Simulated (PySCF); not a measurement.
# Relaxation of singlet H4RuO2

All numbers come from PBE0 in PySCF with Ru def2-TZVP with ECP28, O def2-TZVP, H def2-TZVP; scalar-relativistic core potentials, no spin–orbit coupling; density-fitted integrals. A (50,194) grid was used.

A hand-made octahedral (ligand arrangement 1) start, of C2v symmetry, held to at least that symmetry:

```xyz
7
charge 0 multiplicity 1, angstrom
Ru    0.1868    0.1868    0.0000
O    -1.5232    0.1868    0.0000
O     0.1868   -1.5232    0.0000
H     0.1868    0.1868    1.5700
H     0.1868    0.1868   -1.5700
H     1.7568    0.1868    0.0000
H     0.1868    1.7568    0.0000
```

Optimiser trace:
| step | E − E(last) (kJ/mol) | largest gradient (Eh/bohr) |
| --- | --- | --- |
| 0 | 506.80 | 0.18034 |
| 1 | 275.82 | 0.12462 |
| 2 | 122.10 | 0.03120 |
| 3 | 83.39 | 0.03453 |
| 4 | 40.77 | 0.02992 |
| 5 | 8.92 | 0.01190 |
| 6 | 3.80 | 0.00748 |
| 7 | 1.50 | 0.00509 |
| 8 | 0.15 | 0.00197 |
| 9 | 0.01 | 0.00048 |
| 10 | 0.00 | 0.00017 |

It ends at C2v with Ru–H 1.569 Å (×2), Ru–H 1.622 Å (×2), Ru–O 1.711 Å (×2); H–Ru–H 60.0° (×4), H–Ru–H 71.4°, H–Ru–H 104.1°, H–Ru–O 79.2° (×2), H–Ru–O 105.0° (×4), H–Ru–O 150.6° (×2), O–Ru–O 130.2° (after a last refinement on a finer grid). A frequency run shows 2 imaginary modes, down to 441i cm⁻¹, so it is a higher-order saddle point.

Final geometry:
Coordinates in bohr (charge 0 multiplicity 1):
```
Ru    0.1765    0.1765    0.0000
O    -2.8602    1.2884    0.0000
O     1.2884   -2.8602    0.0000
H     1.4660    1.4660    2.3378
H     1.4660    1.4660   -2.3378
H     3.2016    0.6710    0.0000
H     0.6710    3.2016    0.0000
```

The relaxation took 19 s on 4 threads of a shared Arm Neoverse V2 host, with 126 basis functions and 11 gradients; the process peaked at 1.1 GiB.
